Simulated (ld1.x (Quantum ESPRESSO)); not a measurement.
## Before and after: TM potential for thallium (Tl)

| Item | Value |
| --- | --- |
| Element | thallium |
| Generator | ld1.x (Quantum ESPRESSO) 7.5 |
| Type | norm-conserving Troullier–Martins (Kleinman–Bylander form) |
| Functional | PBE |
| Relativity | non-relativistic |
| Frozen core | [Xe] 4f14 |
| Valence charge | 13 |
| Reference configuration | 5d10 6s2 6p0 (charge +1) |
| Partial waves | 6s (bound): rc 1.70 bohr; 6p (bound, empty): rc 2.10 bohr; 5d (bound): rc 1.90 bohr |
| Local potential | all-electron potential smoothed inside 2.05 bohr (lloc = -1) |
| Core correction | none |

Change: wave 5d (bound): rc 1.90 bohr becomes 5d (bound): rc 1.94 bohr.

Cutoffs: the cutoffs (Ry, on a coarse ladder) from which the occupation-weighted sum of valence levels, in a spherical-Bessel basis at the reference potential, stays within 10 and 1 mRy of its value at 400 Ry; they do not see the model core or the augmentation charge, which bear on the density cutoff. Errors are all-electron minus pseudo energies relative to the spin-unpolarised reference configuration.

**Question.** What does the change do?

**Answer.** The potential gets neither clearly harder nor softer (50 Ry and 110 Ry → 50 Ry and 110 Ry); both files keep a bound ghost (s); the errors of the 7 common tests hardly move.

```csv
quantity,base,changed
"cutoff, loose",50 Ry,50 Ry
"cutoff, tight",110 Ry,110 Ry
bound ghosts,s,s
"error for 5d10 6s2 6p1, meV [ΔE -5.32 eV]",+2.1,+2.1
"error for 5d10 6s1 6p0, meV [ΔE 17.84 eV]",+11,+11
"error for 5d10 6s0 6p0, meV [ΔE 44.07 eV]",+85,+85
"error for 5d10 6s2 6p0.5, meV [ΔE -3.37 eV]",+0.4,+0.4
"error for 5d9 6s2 6p1, meV [ΔE 18.79 eV]",-139,-138
"error for 5d10 6s0 6p3, meV [ΔE 4.92 eV]",+0.9,+1.1
"error for 5d10 6s1 6p1, meV [ΔE 5.67 eV]",+5.5,+5.6
s: phases at 2.31 bohr within 0.05 rad from the reference energy up to (Ry; the scan ends near 5),4.8,4.8
p: phases at 2.31 bohr within 0.05 rad from the reference energy up to (Ry; the scan ends near 5),-0.2,-0.2
d: phases at 2.31 bohr within 0.05 rad from the reference energy up to (Ry; the scan ends near 5),1.6,1.6
```

 A true bound ghost makes a file unfit for plane-wave use even where its test errors are small: the radial tests pick states by their node count and pass the ghost by.
